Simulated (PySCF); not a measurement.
## Correlation energy of Al (aluminium, neutral)

[Ne] 3s1 3p2, high-spin 4P determinant (an excited configuration). Calculation: PySCF 2.14, in def2-QZVPPD (10s6p5d2f1g, 76 functions); the non-relativistic Hamiltonian (point nucleus). Frozen: 1s2; 11 electrons correlated.

```tsv
level	correlation energy (mhartree)
CCSD	-179.54
(T)	-1.59
CCSD(T)	-181.13
```

Diagnostics: T1 = 0.0048, D1 = 0.0167, largest double amplitude 0.055.

Cost of the coupled-cluster step: of the order of 40 core-seconds, for 11 correlated electrons.

This basis was not built for core-valence correlation, so the inner-shell part is incomplete.
